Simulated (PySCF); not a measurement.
Al⁺: excitation energy

Al⁺ [Ne] 3s2 (1S) → Al⁺ [Ne] 3s1 3d1 (3D), as a difference of total energies. Computed with PySCF 2.14 in aug-cc-pVTZ-DK, with the spin-free X2C one-electron Hamiltonian (Gaussian nucleus). Correlated levels: valence: [Ne] frozen. The calculations carry no spin-orbit coupling.

| method | excitation energy (cm⁻¹) |
| --- | --- |
| UHF | 88054 |
| LDA | 91247 |
| PBE | 89220 |
| PBE0 | 90222 |
| r2SCAN | 88584 |
| CAM-B3LYP | 94511 |
| M06-2X | 95468 |
| revPBE | 88270 |
| B3LYP | 92092 |
| MP2 (valence) | 93180 |
| SCS-MP2 (valence) | 95046 |

Errors of the correlated levels include the incompleteness of this basis and the frozen core.

Which method comes closest to the reference value, and which is furthest?

The reference is 95550 cm⁻¹ (measured; NIST levels, between the centres of gravity of the two terms). Closest: M06-2X (error -82.202 cm⁻¹); furthest: UHF (error -7495.8 cm⁻¹).
